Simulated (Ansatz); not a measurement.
Tuning the range parameter of LC-ωPBE so that −HOMO meets the ionisation energy; basis def2-TZVP, Ansatz. System: trans-PdH2(NH3)2 (PdN₂H₈). Total charge 0; singlet. Geometry: r2SCAN-D4/def2-SVP. The ionised state is a doublet.

Geometry of the singlet:

```xyz
11

Pd    0.0006    0.0018    0.0034
H     0.4790    0.5088    1.4986
N    -1.6371   -0.9050    0.8466
H    -2.4058   -1.0001    0.1838
H    -1.9685   -0.3947    1.6649
H    -1.3759   -1.8433    1.1556
H    -0.4769   -0.5055   -1.4929
N     1.6371    0.9062   -0.8449
H     1.3540    1.8044   -1.2414
H     2.0164    0.3441   -1.6068
H     2.3771    1.0834   -0.1668
```

In the def2 sets Pd takes a core potential; there is no spin–orbit coupling.

```csv
ω (1/bohr),HOMO (eV),LUMO (eV),vertical IE (eV),HOMO + IE (eV)
0.1,-5.67,0.18,7.32,1.65
0.2,-6.67,1.04,7.38,0.71
0.3,-7.33,1.51,7.47,0.13
```

(1) Estimate the row for 0.15 bohr⁻¹.

(2) Where does the tuning condition hold?

## Answers

(1) 
```
ω (1/bohr)  HOMO (eV)  LUMO (eV)  vertical IE (eV)  HOMO + IE (eV)
      0.15      -6.22       0.67              7.35            1.12
```

(2) Not within the range that was run.
